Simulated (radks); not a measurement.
Exchange energies: the exact (Fock) value of the Kohn-Sham orbitals and density-functional approximations, as 100 (|E| - |E exact|)/|E exact|, negative where the magnitude is too small. Species: Be2+ [He]; Al+ [Ne] 3s2; N4+ [He] 2s1; Yb+ [Xe] 4f14 6s1; Mn [Ar] 3d5 4s2. Calculated with a radial shooting solver on a logarithmic mesh with Libxc functionals: non-relativistic Kohn-Sham, PBE, spin-polarised, spherical densities, point nucleus. Every spin shell is full or empty, so the densities are truly spherical. Functionals are evaluated on that one density, not self-consistently.

functional           Be2+       Al+       N4+       Yb+        Mn
exact (hartree)  -2.26464  -17.8561  -4.66478  -275.707  -50.8762
LDA                -14.00     -8.42    -13.29     -3.80     -6.41
revPBE              -0.12     +0.06     +0.01     +0.02     +0.02
PW91                -1.28     -0.02     -0.99     +0.32     +0.18
WC                  -3.61     -1.61     -3.32     -0.39     -1.02
AM05               -10.78     -7.27    -10.38     -3.57     -5.76
G96                 -0.02     +0.15     -0.12     +0.72     +0.41
TPSS                +0.24     +0.38     +0.36     -0.13     +0.26
revTPSS             +0.21     -0.26     +0.23     -0.65     -0.48
Tao-Mo              +0.35     +0.09     +0.48     -0.57     -0.24
TASK                +0.26     -2.99     -1.60     -1.78     -2.73
MVS                 +0.29     -0.18     -0.27     +0.25     +0.03
